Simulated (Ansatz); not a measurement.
ClH$_{4}$NSn, SMILES `[NH2][SnH2][Cl]`. The species carries charge 0 and has multiplicity 1. Sn takes the def2 core potential. The geometry is a stationary point of PBE0-D4/def2-TZVP. It is one conformer, not always the lowest.

```xyz
7

N    -0.250    0.255    1.277
Sn   -0.230   -0.126   -0.695
Cl    1.973   -0.358   -1.478
H     0.204    1.123    1.531
H     0.153   -0.483    1.841
H    -0.873    1.215   -1.512
H    -0.976   -1.627   -0.964
```

**Question.** What is the dipole moment at PBE/def2-TZVPP? (An estimate is asked.)

**Answer.** The calculation gave: 1.80 D, with components (-1.35, 0.28, 1.15) D in this frame, pointing from negative to positive charge.

**Question.** And with r2SCAN, B3LYP, ωB97M-V? (An estimate is asked.)

**Answer.** The calculation gave: r2SCAN 1.84 D, B3LYP 1.77 D, ωB97M-V 1.76 D.

**Question.** Give the Mulliken charges with PBE, r2SCAN, ωB97M-V in def2-TZVPP. (Estimate.)

**Answer.** Ansatz gave: 
```json
{"atom": "N1", "PBE": "-0.51", "r2SCAN": "-0.56", "ωB97M-V": "-0.49"}
{"atom": "Sn2", "PBE": "0.80", "r2SCAN": "0.88", "ωB97M-V": "0.78"}
{"atom": "Cl3", "PBE": "-0.38", "r2SCAN": "-0.41", "ωB97M-V": "-0.38"}
{"atom": "H4", "PBE": "0.15", "r2SCAN": "0.15", "ωB97M-V": "0.12"}
{"atom": "H5", "PBE": "0.15", "r2SCAN": "0.15", "ωB97M-V": "0.12"}
{"atom": "H6", "PBE": "-0.10", "r2SCAN": "-0.11", "ωB97M-V": "-0.07"}
{"atom": "H7", "PBE": "-0.10", "r2SCAN": "-0.11", "ωB97M-V": "-0.07"}
```

B3LYP here is the variant with VWN-RPA as its local correlation; programs differ in this.
